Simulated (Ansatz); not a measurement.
This geometry of AsH3 + BF2H (8 atoms, charge 0, multiplicity 1) is a first-order saddle point.

These are results of RKS B3LYP/def2-SVP in Ansatz 0.2.0, not measurements.

```xyz
8
Properties=species:S:1:pos:R:3
B -0.758 -0.427 -0.396
H 0.237 -1.146 -0.991
F -1.451 -1.269 0.399
F -1.397 0.265 -1.362
H 0.549 -0.388 -0.322
As 0.248 1.097 0.963
H 1.258 0.207 1.690
H 1.312 1.662 0.019
```

Task: Which two structures does it join? (They come from a converged band through this point; their orientation in space is the band's.)

Result: Bonds broken: B1–H2, H5–As6. Bonds formed: B1–As6, H2–H5. AsH3 + BF2H becomes AsBF2H2 + H2.

First end point:

```xyz
8
Properties=species:S:1:pos:R:3
B -1.360 -1.228 -0.935
H -0.527 -1.996 -1.332
F -1.427 -0.900 0.339
F -2.235 -0.693 -1.758
H 1.026 0.955 -0.289
As 0.869 1.521 1.126
H 1.374 0.223 1.758
H 2.279 2.118 1.092
```

Last end point:

```xyz
8
Properties=species:S:1:pos:R:3
B -1.174 0.098 0.202
H 1.079 -1.610 -1.797
F -1.560 -1.085 0.643
F -1.685 0.510 -0.944
H 1.467 -1.194 -1.291
As 0.028 1.317 1.334
H 0.983 0.191 1.714
H 0.860 1.773 0.140
```

Task: How far does it lie above each of them?

Result: 38.7 kcal/mol above the first and 32.0 kcal/mol above the second. This is the barrier of this one path; another mechanism may lie lower. The orbitals stay closed-shell, which can raise the energy where a bond breaks towards radicals; this wasn't checked here.

Time of the run: 8.3 min on 2 threads of Arm Neoverse V1, with other jobs on the host, peak memory 0.23 GiB.
